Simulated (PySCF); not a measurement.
Run record: geometry optimisation, `[Br][AlH-]1[F+][AlH2-][F+]1`.

Computed with PBE0-D3(BJ)/def2-SVP geometry optimisation, gas phase (PySCF 2.14.0). Start geometry: GFN2-xTB. The input is one job of a driver script: a line of settings, then coordinates in Å.

Command:
```bash
OMP_NUM_THREADS=1 python probes_run.py task.json out
```

Input:
```
{"job": {"xc": "PBE0", "basis": "def2-SVP", "d3": "d3bj", "grid": 1, "shake": 0.01, "kind": "geom"}, "charge": 0, "multiplicity": 1}
Br     3.105880     1.059930     0.283900
Al     0.893370     0.950360    -0.138050
F     -0.199800     0.217780     1.138340
Al    -1.021710    -1.012010     0.112850
F      0.279050    -0.523450    -1.040600
H      0.066940     2.092760    -0.694560
H     -0.715740    -2.402660     0.663030
H     -2.352850    -0.401850    -0.377370
```

Question: Estimate the output.

Answer: 
```
step   0  E = -3259.41840351  max force = 0.015003
step   1  E = -3259.42400467  max force = 0.003208
step   2  E = -3259.42433259  max force = 0.002589
step   3  E = -3259.42507388  max force = 0.003077
step   4  E = -3259.42527908  max force = 0.003034
step   5  E = -3259.42553352  max force = 0.002230
step   6  E = -3259.42552272  max force = 0.003578
step   7  E = -3259.42557516  max force = 0.002525
step   8  E = -3259.42562480  max force = 0.000710
step   9  E = -3259.42562410  max force = 0.000443
step  10  E = -3259.42563376  max force = 0.000101
optimisation converged
```

Energies in Eh; «max force» is the largest Cartesian gradient component in Eh/bohr.

Question: How much energy does the optimisation release, in eV?

Answer: E(step 0) − E(last step) = 0.007230 Eh, which is 0.197 eV.

Question: Give the first gradient maximum in eV/Å.

Answer: With 1 Eh/bohr = 51.422 eV/Å, 0.771 eV/Å.

Summary of the converged run: final energy -3259.42563 Eh after 10 steps; dipole 1.28 D.

Question: Where do the atoms end?

Answer: 0.354 Å rms from the input after alignment:
```
atom  x, y, z in Å
Br1    2.9403    0.4770    0.3702
Al2    0.8525    1.0508   -0.2221
F3    -0.3062    0.4328    1.0491
Al4   -1.0272   -1.0294    0.1628
F5     0.0977   -0.3394   -1.1411
H6     0.4255    2.4448   -0.7882
H7    -0.4097   -2.3555    0.7424
H8    -2.5174   -0.7019   -0.2259
```

Time: 56 s of wall time; peak memory 0.47 GiB. Hardware: Arm Neoverse V2, one thread, shared host.
Labels such as C1 count atoms from 1, the log's own numbers from 0.
